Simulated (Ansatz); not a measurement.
System: C2H5Cl2Si, charge 0, multiplicity 2. It need not be the lowest isomer of its formula. 
Coordinates optimised at B3LYP-D3(BJ)/def2-TZVP (Ansatz, a program for electronic structure):
```
Si
C 1 1.8263
H 2 1.0834 1 122.24
H 2 1.0841 3 115.49 1 179.86
C 1 1.8525 2 113.67 3 -179.14
H 5 1.0902 1 110.54 2 -179.93
H 5 1.0916 6 108.50 1 121.01
H 5 1.0917 6 108.48 7 118.01
Cl 1 2.0699 2 108.78 3 -57.15
Cl 1 2.0701 2 108.81 3 58.93
```
Charge 0, spin multiplicity 2.

Computed values are from Ansatz. Correlated levels leave the core frozen unless marked. Open shells are spin-unrestricted. No spin-orbit coupling. Non-relativistic. Basis-set limits of correlation are two-point, X^-3; Hartree-Fock from the larger set. The bracket is a focal-point correction in the basis named.

What is the total energy at RI-MP2/CBS(cc-pV(T+d)Z,cc-pV(Q+d)Z)+[CCSD(T)-MP2]/cc-pV(T+d)Z?

-1287.8116 Eh.

What is the dipole moment at wB97M-V/def2-TZVPD?

2.41 D.

What is the atomisation energy De at RI-MP2/CBS(cc-pV(T+d)Z,cc-pV(Q+d)Z)+[CCSD(T)-MP2]/cc-pV(T+d)Z?

862.6 kcal/mol.

What is the T1 diagnostic at CCSD/cc-pV(T+d)Z?

0.010.
